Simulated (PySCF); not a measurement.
## Spin-orbit coupling and the second ionisation energy along group 13

Two-component X2C-1e calculated with PySCF 2.14: MP2 on generalised Hartree-Fock spinors (GMP2), with spin-orbit coupling off and on (screened by Boettger's factors); no Breit or QED terms. Values in eV; the references (NIST) lie between the lowest levels. Elements whose determinants are no pure J levels are left out.

```tsv
element	configurations	spin-free	with spin-orbit	shift	reference
B (x2c-QZVPPall-2c, 1s2 frozen)	[He] 2s2 → [He] 2s1	24.472	24.472	0.000	25.155
Al (x2c-QZVPPall-2c, [Ne] frozen)	[Ne] 3s2 → [Ne] 3s1	18.350	18.350	0.000	18.829
Ga (x2c-QZVPPall-2c, [Ne] frozen)	[Ar] 3d10 4s2 → [Ar] 3d10 4s1	20.374	20.374	0.000	20.515
In (x2c-QZVPPall-2c, [Ar] 3d10 frozen)	[Kr] 4d10 5s2 → [Kr] 4d10 5s1	18.904	18.907	0.003	18.870
Tl (x2c-TZVPall-2c, [Kr] 4d10 4f14 frozen)	[Xe] 4f14 5d10 6s2 → [Xe] 4f14 5d10 6s1	20.401	20.433	0.032	20.428
```

What remains against the references is mostly the basis and correlation beyond MP2.
